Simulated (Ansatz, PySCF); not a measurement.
C₂H₁₁NSi₃, SMILES N1(C[SiH2][C@H]1[SiH3])[SiH3].

The structure is a stationary point at PBE-D3(BJ)/def2-SVP. The structure was generated by enumeration; whether it is a known compound was not checked.

Vertical ionisation energy (IE) and electron affinity (EA) in eV. Rows of orbital energies are one-electron estimates. Where ΔSCF, EOM or ADC give a negative EA the extra electron is unbound and the value depends on the basis.

```json
[
 {"level": "−ε(HOMO), −ε(LUMO), PBE0/def2-TZVP (PySCF)", "IE": "6.43", "EA": "0.30"},
 {"level": "−ε(HOMO), −ε(LUMO), PBE/def2-TZVP (PySCF)", "IE": "5.18", "EA": "1.14"},
 {"level": "ΔSCF, PBE0/def2-SVPD (Ansatz), final states of multiplicity 2 and 2", "IE": "8.07", "EA": "-1.05"},
 {"level": "ΔSCF, PBE/def2-SVPD (Ansatz), final states of multiplicity 2 and 2", "IE": "7.93", "EA": "-0.84"}
]
```

### Question
What vertical singlet–triplet gap does ΔSCF give with PBE0/def2-SVPD (Ansatz, a program for electronic structure) and with PBE/def2-SVPD (Ansatz)? (An estimate is asked for; the answer gives what the named calculation found.)

### Answer
4.85 and 4.48 eV (triplet above singlet where positive).
